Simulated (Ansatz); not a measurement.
C$_{3}$H$_{10}$GeO, SMILES `CC(C)[O][GeH3]`, 15 atoms. Charge 0, multiplicity 1. Correlated methods include outer-core shells of Ge, which these sets cover unevenly. Scalar relativity is left out up to krypton. All runs use 4 threads of an Arm Neoverse V1 on a shared host. Correlated methods freeze the cores.

Problem. How many basis functions does each run have, and how long does it take in Ansatz? RKS PBE0-D4/def2-TZVP frequencies; RHF-MP2/def2-TZVPP energy; RKS r2SCAN0-D4/def2-TZVPP energy; RHF-CCSD(T)/def2-SVP energy; RKS PBE0-D4/def2-SVP energy; RKS B2PLYP (frozen core)/def2-TZVPP energy; RKS PBE-QIDH (frozen core)/def2-TZVPP energy; RHF-MP2/def2-QZVPP energy; RKS ωB97M-V/def2-QZVPP energy; RKS ωB97M-V/def2-SVP energy; RKS LC-ωPBE/def2-TZVPP energy; RKS PBE0-D4/def2-QZVPP energy. (Best estimate.)

Solution. Ansatz gave: Other jobs shared the machine, so times are rough.

| level | job | functions | wall time | peak host memory (GiB) |
| --- | --- | --- | --- | --- |
| RKS PBE0-D4/def2-SVP | energy | 138 | 2.1 s | 0.68 |
| RKS LC-ωPBE/def2-TZVPP | energy | 312 | 4.3 s | 0.72 |
| RHF-MP2/def2-TZVPP | energy | 312 | 7 s | 1 |
| RKS ωB97M-V/def2-SVP | energy | 138 | 8 s | 0.68 |
| RKS r2SCAN0-D4/def2-TZVPP | energy | 312 | 8.5 s | 1 |
| RKS B2PLYP (frozen core)/def2-TZVPP | energy | 312 | 10 s | 1.1 |
| RKS PBE-QIDH (frozen core)/def2-TZVPP | energy | 312 | 11 s | 1.1 |
| RHF-CCSD(T)/def2-SVP | energy | 138 | 24 s | 1.1 |
| RKS PBE0-D4/def2-QZVPP | energy | 617 | 26 s | 2.7 |
| RKS ωB97M-V/def2-QZVPP | energy | 617 | 46 s | 3.3 |
| RHF-MP2/def2-QZVPP | energy | 617 | 61 s | 5.8 |
| RKS PBE0-D4/def2-TZVP | frequencies | 232 | 6 min | 0.79 |

LC-ωPBE has ω = 0.4 bohr⁻¹.
